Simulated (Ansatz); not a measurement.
The cluster Cu₂O⁺. Charge 1, multiplicity 2. Geometry relaxed at r2SCAN-D4/def2-TZVP.

```tsv
atom	x (Å)	y (Å)	z (Å)
Cu1	0.258	1.445	-0.739
Cu2	0.186	-1.440	0.770
O3	-0.444	-0.005	-0.031
```

The relaxation made no stability test and no search for a lower SCF solution. The structure comes from a short search, and lower isomers may exist.

Q: Estimate the harmonic wavenumbers at UKS r2SCAN-D4/def2-TZVP (Ansatz, unscaled). Is this a minimum?

A: 72, 403, 741 cm⁻¹. Yes, no mode is imaginary beyond noise. Zero-point energy 7.3 kJ/mol. It took 21 s on 4 threads of Arm Neoverse V1 on a shared host.
